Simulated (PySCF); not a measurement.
Species: sum formula H$_{4}$BSiO, charge 0, multiplicity 2. It need not be the lowest isomer of its formula. 
Geometry from a B3LYP-D3(BJ)/def2-TZVP (Ansatz) optimisation:
```
B
O 1 1.3335
H 2 0.9655 1 115.84
Si 1 2.0127 2 129.38 3 -180.00
H 4 1.4836 1 107.35 2 -121.91
H 4 1.4836 5 108.23 1 115.59
H 4 1.4897 5 108.43 6 117.42
```
Charge 0, spin multiplicity 2.

Dispersion corrections to the total energy (kcal/mol) from the dftd3 and dftd4 libraries through PySCF: D3(BJ) without and D4 with the three-body term, each with the damping fitted for the functional named.

```json
[
 {"functional": "PBE0", "D3(BJ)": "-2.17", "D4": "?"},
 {"functional": "B2GP-PLYP", "D3(BJ)": "-2.00", "D4": "?"},
 {"functional": "revPBE", "D3(BJ)": "-6.19", "D4": "-7.30"},
 {"functional": "HF", "D3(BJ)": "-22.21", "D4": "-8.63"},
 {"functional": "PBE", "D3(BJ)": "-2.47", "D4": "-2.37"},
 {"functional": "TPSSh", "D3(BJ)": "-2.91", "D4": "?"},
 {"functional": "TPSS", "D3(BJ)": "-3.16", "D4": "-3.20"}
]
```

Fill in the missing entries.


- PBE0, D4: -1.99
- B2GP-PLYP, D4: -0.99
- TPSSh, D4: -2.89
